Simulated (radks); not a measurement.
Results of a calculation; reference values are marked as such.
Spin polarisation of the 5p2 shell in I3+. Start: [Kr] 4d10 5s2 5p(up 1, down 1); electrons of 5p are moved from spin down to spin up, other shells keep equal spins. Level of theory: scalar-relativistic Kohn-Sham, BLYP, spin-polarised, spherical densities, finite nucleus; Fermi nuclear charge, rms radius of each element as measured or else 0.836 A^(1/3) + 0.57 fm (a radial shooting solver on a logarithmic mesh with Libxc functionals).

moment (Bohr magnetons),E - E(0) (eV),e(5p up) (eV),e(5p down) (eV),5s down minus up (eV),4d down minus up (eV)
0,0.000,-34.223,-34.223,0.000,0.000
0.5,-0.054,-34.431,-33.997,0.417,0.075
1,-0.216,-34.617,-33.761,0.824,0.151
1.5,-0.480,-34.778,-33.523,1.215,0.225
2,-0.841,-34.917,-33.294,1.582,0.299

At moment 2 the spin-polarisation energy is -0.841 eV and the 5p exchange splitting 1.623 eV, that is 0.812 eV per Bohr magneton; E = -I m^2/4 would give I = 0.841 eV.
